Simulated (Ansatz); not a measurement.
Frontier orbitals of `N[SiH]1NP1`.

The species carries charge 0 and has multiplicity 1. Geometry: relaxed with PBE0-D4/def2-TZVP. It is one conformer, not always the lowest. Basis def2-TZVPP, Ansatz 0.2.0.

Orbital energies of one run (eV). Highest occupied ones, from the top: -6.26, -6.56, -8.44, -8.66, -10.01, -10.92, -12.49, -13.91, -14.45, -16.40, -23.11, -23.72, -99.17, -99.18. Empty: -0.33, 0.29, 0.60, 0.95, 1.87, 1.99.

(1) Which functional gave them?
A. B3LYP
B. revPBE
C. ωB97M-V
D. CAM-B3LYP

Results:

(1) A. HOMO energies: B3LYP -6.26, ωB97M-V -8.54, CAM-B3LYP -7.73, revPBE -5.30 eV.

B3LYP here is the variant with VWN-RPA as its local correlation; programs differ in this.
